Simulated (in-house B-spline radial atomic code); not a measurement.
A fraction x of an electron is removed from 3d in Kr³⁺, starting from [Ar] 3d10 4s2 4p3 and keeping the highest spin. Method: scalar-relativistic (X2C) PW91, spin-polarised, spherical fractional occupations, Fermi nucleus of rms radius 4.1884 fm. Calculated with a radial B-spline atomic code at the basis-set limit.

```tsv
x	E(x) - E(0) (eV)	3d down level (eV)
0	0.0000	-121.353
0.03	3.6536	-122.221
0.19	23.5813	-126.885
0.32	40.3250	-130.716
0.38	48.2213	-132.497
0.5	?	?
0.6	?	?
0.72	95.0036	-142.734
0.77	102.1784	-144.260
0.95	128.6426	-149.797
1	136.1712	-151.347
```

Q: What belongs in the row x = 0.5?

A: An energy change of 64.3357 eV; 3d down at -136.082 eV.

Q: What belongs in the row x = 0.6?

A: An energy change of 78.0943 eV; 3d down at -139.093 eV.

Q: Check Janak's theorem between x = 0.03 and 0.19.

A: The slope of the energy is 124.55 eV; the orbital levels give 124.55 eV (-ε of the emptying orbital, averaged over the two points).
